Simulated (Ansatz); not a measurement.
`BOCC` + `[NH2][GeH3]` → `B[NH][GeH3]` + `CCO` at 700 K and 1 bar (ligand exchange at a B–O bond).

Gas-phase electronic energies from Ansatz, PBE0-D4/def2-TZVP geometries. CCSD(T)/CBS adds triple-zeta CCSD(T) − MP2 to the extrapolated MP2 energy (def2 sets, frozen cores). For Ge outer-core shells are correlated without core-valence functions, which leaves a few kJ/mol of doubt a bond. Scalar relativity is left out up to krypton. One conformer a species, not always the lowest.

```csv
species,CCSD(T)/CBS energy (Eh),H − E (kJ/mol),S (J/(mol·K))
`BOCC`,-180.31191,307.6,398.7
`[NH2][GeH3]`,-2133.81884,177.8,349.1
`B[NH][GeH3]`,-2159.24687,224.6,400.9
`CCO`,-154.88256,262.0,346.5
```

H − E and S are ideal-gas, rigid-rotor, harmonic terms from PBE0-D4/def2-TZVP, for one conformer and one mirror image of each species. 1 Eh = 2625.50 kJ/mol, R = 8.31446 J/(mol·K).

Q: By hand: ΔE, ΔH, ΔS and ΔG.

A: ΔE = (-2159.24687) + (-154.88256) − (-180.31191) − (-2133.81884) = 0.00132 Eh = 3.5 kJ/mol. Δ(H − E) = 224.6 + 262.0 − 307.6 − 177.8 = 1.2, so ΔH = 4.7 kJ/mol. ΔS = 400.9 + 346.5 − 398.7 − 349.1 = -0.4 J/(mol·K). ΔG = 4.7 − 700 × (-0.4)/1000 = 5.0 kJ/mol.

Q: By hand: the equilibrium constant, and the temperature at which ΔG would vanish if ΔH and ΔS stayed fixed.

A: log₁₀ K = −ΔG/(RT ln 10) = -0.4. ΔH and −TΔS have one sign here, so there is no such temperature. One of them is within its doubt of zero, so this could turn.

The number of gas molecules stays the same, so ΔS is small and ΔH decides. The sign of ΔG lies within the doubt. A doubt of 5 kJ/mol in ΔE shifts log₁₀ K by 0.4 here. Other conformers and mirror images would add mixing entropy, several J/(mol·K) or more a flexible species. These are equilibria of isolated gas molecules and say nothing of rates. Largest T1 diagnostic: 0.013 (customary marks: 0.02 for closed shells, 0.045 for open ones).
